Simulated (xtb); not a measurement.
F₂La, charge +1, singlet, geometry from GFN2-xTB (such geometries of metal compounds can be far from the true shape) (the multiplicity is a formal guess), atoms displaced at random by about 0.02 Å a coordinate. Base run: xtb 6.7.1 with GFN2-xTB.

Here is a job for xtb.
```
$ xtb mol.xyz --gfn 2 --chrg 1 --opt --json

# file mol.xyz
3

La     0.33468314     0.23274823     0.07337246
F     -1.56295646     0.24851061    -1.27965722
F     -0.62682519    -1.71820345     0.85998357
```

The base run was repeated with changes; each row names its change, and settings that it needs were set with it.

| change | ΔE vs base (kcal/mol) | optimiser steps |
|---|---|---|
| base | 0.000 | 3 |
| engine = inertial | 0.002 | - |
| opt level = extreme | 0.000 | 4 |
| opt level = tight | 0.000 | 4 |
| opt level = crude | 0.011 | 1 |
| opt level = loose | 0.011 | 1 |
| opt level = lax | 0.011 | 1 |
| alpb = benzene | [?] | 3 |
| opt level = sloppy | 0.011 | 1 |
| alpb = chcl3 | [?] | 3 |

Task: Some entries are withheld; supply them.

Result: 
- alpb = benzene, ΔE vs base (kcal/mol): -35.37
- alpb = chcl3, ΔE vs base (kcal/mol): -40.67
